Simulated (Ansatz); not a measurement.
Cartesian coordinates in Å:
```
C 2.782 1.015 -0.308
C 1.391 0.472 -0.210
C 0.706 0.085 -1.371
C -0.574 -0.440 -1.320
C -1.276 -0.876 -2.564
O -1.237 -0.592 -0.240
Ti -1.004 -0.119 1.654
O -0.031 -0.845 3.020
O -2.505 -1.010 2.124
O -1.427 1.621 1.894
O 0.904 0.381 0.947
H 3.456 0.380 0.273
H 2.806 2.009 0.146
H 3.136 1.075 -1.336
H 1.196 0.183 -2.329
H -1.547 -1.930 -2.470
H -0.667 -0.732 -3.455
H -2.208 -0.315 -2.663
H 0.903 -0.620 3.052
H -2.548 -1.629 2.856
H -2.255 1.886 2.300
```

Charge 0, multiplicity 1.

Problem. List the PBE/def2-TZVPP orbital energies in eV (Ansatz 0.2.0). (An estimate is asked.)

Solution. Ansatz gave: Occupied: -4836.13, -530.74, -510.61, -510.39, -509.76, -509.63, -509.45, -443.28, -443.25, -443.24, -271.40, -271.37, -269.16, -269.14, -268.87, -61.02, -38.20, -38.14, -38.06, -26.45, -25.98, -23.67, -23.49, -23.31, -19.75, -18.81, -17.72, -14.67, -13.40, -12.52, -12.16, -11.56, -11.37, -11.28, -10.92, -10.91, -10.56, -10.16, -10.05, -9.55, -9.36, -8.92, -8.09, -7.95, -7.69, -7.56, -7.12, -6.99, -6.71, -6.33, -6.08. Lowest empty: -2.60, -2.40, -2.03, -1.27, -0.81, -0.30, 0.26, 0.60.
